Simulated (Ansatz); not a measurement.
Pair of molecules: HF (SMILES F) (first 2 atoms) with H2 (SMILES [H][H]); geometry from B3LYP-D3(BJ)/def2-TZVP, rigid monomers moved along the line of their centres of mass till H2···H3 is 3.53 Å.
(charge 0, multiplicity 1):
```xyz
4

F      0.0691     0.0916    -0.1267
H      0.1090     0.0822     0.7990
H      0.6374     0.0632     4.2939
H     -0.1072     0.0248     4.3268
```

Monomers are frozen at their geometry in the pair; levels with a basis set take the counterpoise correction.

Frozen-core correlation. CBS(a, b) extrapolates the correlation energy as X⁻³ and adds the Hartree–Fock energy of set b.

Programs: Ansatz (Gaussian basis) for Hartree–Fock, density functionals and correlated methods. Values without a source in brackets are computed.

Estimate the interaction energy that r2SCAN/def2-TZVPPD returns for this input.

-6 meV

Ansatz is a program for electronic structure.
